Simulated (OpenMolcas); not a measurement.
Multiconfigurational calculation on Si2+

Input:

```
&GATEWAY
Coord
1

Si 0.0 0.0 0.0
Basis=ANO-RCC-VTZP
Group=XYZ
NoMove
AngMom=0.0 0.0 0.0
AMFI
&SEWARD
&RASSCF
FileOrb=start.orb
Symmetry=1
Spin=3
nActEl=2 0 0
Inactive=2 3
Ras2=1 3
CIRoot=3 3 1
SDav=3
CIMx=300
Iter=120 100
PrWF=0.3
OrbListing=Nothing
MaxOrb=0
Atom
>>> COPY $Project.JobIph JOB001
&RASSCF
FileOrb=start.orb
Symmetry=1
Spin=1
nActEl=2 0 0
Inactive=2 3
Ras2=1 3
CIRoot=7 7 1
SDav=7
CIMx=300
Iter=120 100
PrWF=0.3
OrbListing=Nothing
MaxOrb=0
Atom
>>> COPY $Project.JobIph JOB002
&RASSCF
FileOrb=start.orb
Symmetry=2
Spin=3
nActEl=2 0 0
Inactive=2 3
Ras2=1 3
CIRoot=3 3 1
SDav=3
CIMx=300
Iter=120 100
PrWF=0.3
OrbListing=Nothing
MaxOrb=0
Atom
>>> COPY $Project.JobIph JOB003
&RASSCF
FileOrb=start.orb
Symmetry=2
Spin=1
nActEl=2 0 0
Inactive=2 3
Ras2=1 3
CIRoot=3 3 1
SDav=3
CIMx=300
Iter=120 100
PrWF=0.3
OrbListing=Nothing
MaxOrb=0
Atom
>>> COPY $Project.JobIph JOB004
&RASSI
NrOfJobIphs=4 3 7 3 3
1 2 3
1 2 3 4 5 6 7
1 2 3
1 2 3
IphNames
JOB001
JOB002
JOB003
JOB004
EJob
SpinOrbit
DIPRint=1.0
SOCoupling=1000.0
Subsets=2
MEES
Property=10
'ANGMOM' 1 'ANGMOM' 2 'ANGMOM' 3 'MLTPL  1' 1 'MLTPL  1' 2 'MLTPL  1' 3
'AMFI' 1 'AMFI' 2 'AMFI' 3 'MLTPL  2' 6
SOProperty=3
'ANGMOM' 1 'ANGMOM' 2 'ANGMOM' 3
```

A driver script runs the steps one by one and writes start.orb anew before each from the orbitals found so far.

Output, cut to the results:

```
--- SEWARD ---
Basis set label: SI.ANO-RCC...5S4P2D1F.

      Electronic valence basis set:
      ------------------
      Associated Effective Charge  14.000000 au
      Associated Actual Charge     14.000000 au
      Nuclear Model: Point charge

      Shell  nPrim  nBasis  Cartesian Spherical Contaminant
         s      17       5        X
         p      12       4        X
         d       5       2                 X
         f       4       1                 X
                  Relativistic Douglas-Kroll-Hess integrals:
                    - DKH order of Hamiltonian: 2
                    - DKH order of Properties : 0
                  Atomic mean-field integrals
--- RASSCF ---
Wave function specifications:
      -----------------------------

      Number of closed shell electrons          10
      Number of electrons in active shells       2
      Max number of holes in RAS1 space          0
      Max nr of electrons in RAS3 space          0
      Number of inactive orbitals                5
      Number of active orbitals                  4
      Number of secondary orbitals              25
      Spin quantum number                      1.0
      State symmetry                             1
Orbital specifications:
      -----------------------

      Symmetry species                           1   2
                                                ag  au
      Frozen orbitals                            0   0
      Inactive orbitals                          2   3
      Active orbitals                            1   3
      RAS1 orbitals                              0   0
      RAS2 orbitals                              1   3
      RAS3 orbitals                              0   0
      Secondary orbitals                        12  13
      Deleted orbitals                           0   0
      Number of basis functions                 15  19
      Number of CSFs                             3
      Number of root(s) required                 3
      Iter CI   SX   CI       RASSCF       Energy    max ROT     max BLB   max BLB  Level Ln srch  Step   QN
          iter iter root      energy       change     param      element    value   shift minimum  type update
 Nr of preliminary CI iterations:   1
 ###############################################################################
 ###############################################################################
 ###                                                                         ###
 ###                                                                         ###
 ###    WARNING: Problems in orbital optimization.                           ###
 ###                                                                         ###
 ###                                                                         ###
 ###############################################################################
 ###############################################################################
  Warning: In symmetry  1, orbital p=   3 has diagonal density matrix element D(p,p) close to zero. D(p,p)=  0.000000E+00
        1   1    3    0  -288.04571932    0.00E+00  -2.58E-07    2   3 1  2.81E-06   0.50   0.00    SX    NO
        ...
 ###############################################################################
 ###############################################################################
  Warning: In symmetry  1, orbital p=   3 has diagonal density matrix element D(p,p) close to zero. D(p,p)=  0.000000E+00
        4   1    1    0  -288.04571932   -2.27E-13   0.00E+00    2   3 1  3.09E-08   0.50   0.00    SX    NO
      Convergence after  4 iterations
        5   1    1    0  -288.04571932   -5.68E-14   0.00E+00    2   3 1  3.09E-08   0.50   0.00    SX    NO
      Natural orbitals and occupation numbers for root  1
      sym 1:   0.000000
      sym 2:   1.000000   0.000000   1.000000
      Natural orbitals and occupation numbers for root  2
      sym 1:   0.000000
      sym 2:   1.000000   1.000000  -0.000000
      Natural orbitals and occupation numbers for root  3
      sym 1:   0.000000
      sym 2:   0.000000   1.000000   1.000000
::    RASSCF root number  1 Total energy:   -288.04571932
::    RASSCF root number  2 Total energy:   -288.04571932
::    RASSCF root number  3 Total energy:   -288.04571932
--- RASSCF ---
Wave function specifications:
      -----------------------------

      Number of closed shell electrons          10
      Number of electrons in active shells       2
...
--- RASSI ---
SPIN-FREE ENERGIES:
  (Shifted by EMIN (a.u.) =       -288.6365198613)

 SF State       Relative EMIN(au)   Rel lowest level(eV)    D:o, cm**(-1)      L_eff

     4             0.0000000000        0.0000000000              0.0000         0.0
    11             0.2363723052        6.4320180950          51877.7246         1.0
    12             0.2363723052        6.4320180950          51877.7246         1.0
    13             0.2363723052        6.4320180950          51877.7246         1.0
    14             0.4223362925       11.4923559806          92692.1021         1.0
    15             0.4223362925       11.4923559806          92692.1021         1.0
    16             0.4223362925       11.4923559806          92692.1021         1.0
     2             0.5908005396       16.0765016766         129665.7306         1.0
     3             0.5908005396       16.0765016766         129665.7306         1.0
     1             0.5908005396       16.0765016766         129665.7306         1.0
     8             0.6411806576       17.4474145267         140722.8885         2.0
     9             0.6411806576       17.4474145267         140722.8885         2.0
     5             0.6411806576       17.4474145267         140722.8885         2.0
     6             0.6411806576       17.4474145267         140722.8885         2.0
     7             0.6411806576       17.4474145267         140722.8885         2.0
    10             0.7534601656       20.5026955860         165365.3921         0.0
     Dipole printing threshold changed to   1.00000000E+00

++ Dipole transition strengths (spin-free states):
   -----------------------------------------------
     for osc. strength at least  1.00000000E+00

  ( Max oscillator strength is only   0.59366633970407923      )
--
Eigenvalues of complex Hamiltonian:
   -----------------------------------
  (Shifted by EMIN (a.u.) =       -288.6365198613)

...
```

Levels above the lowest, from the spin-orbit matrix, grouped by J:

```tsv
Configuration	Term	J	E (cm⁻¹)	Measured (cm⁻¹)	g	Term weight %
3s²	¹S	0	0.0	0.0		100
3s 3p	³P°	0	51662	52725		100
3s 3p	³P°	1	51770	52853	1.501	100
3s 3p	³P°	2	51985	53115	1.501	100
3s 3p	¹P°	1	92693	82884	1.000	100
3p²	³P	0	129455	129708		100
3p²	³P	1	129562	129842	1.501	100
3p²	³P	2	129768	130101	1.501	100
3p²	¹D	2	140725	122215	1.000	100
3p²	¹S	0	165368	153444		100
```

Against the 9 measured excited levels shown (NIST levels in Kelleher and Podobedova, J. Phys. Chem. Ref. Data 37, 1285 (2008)) the mean absolute deviation is 4900 cm-1; the largest miss in energy is 3p² ¹D₂: computed 140725, measured 122215 cm⁻¹ (+15.1 %). Levels of one J stand in another order than measured, so their pairing by name is doubtful.

The ¹D term of p² mixes with s d, which this space lacks. Measured partners are found by configuration, term and J. A level has none where our copy of the source lacks it or the pairing is in doubt (some pairs that miss far off the trend of their configuration count as doubtful), and it then counts in no deviation. Levels of configurations outside the active space are missing.

The term weight is that of the spin-free term in the level, not the purity of its configuration. ° marks odd parity.
